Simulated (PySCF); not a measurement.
Ionisation energy of Cr by level of theory

Cr [Ar] 3d5 4s1 (7S) → Cr⁺ [Ar] 3d5 (6S), as a difference of total energies. All numbers are calculated (PySCF 2.14, the spin-free X2C one-electron Hamiltonian (Gaussian nucleus), in jorge-DZP-DKH (8s6p2d1f, 43 functions)). Correlated levels: valence: [Ar] frozen. The calculations carry no spin-orbit coupling.

| method | ionisation energy (eV) |
| --- | --- |
| UHF | 5.946 |
| MN15 | 6.491 |
| PBE0 | 6.870 |
| MP2 (valence) | 6.232 |
| SCS-MP2 (valence) | 6.041 |

How much does correlation contribute at MP2 (valence)?

6.232 − (5.946) = 0.286 eV, measured against UHF.

Errors of the correlated levels include the incompleteness of this basis and the frozen core.

For comparison: 6.767 eV (measured; NIST Atomic Spectra Database, ionization energies).
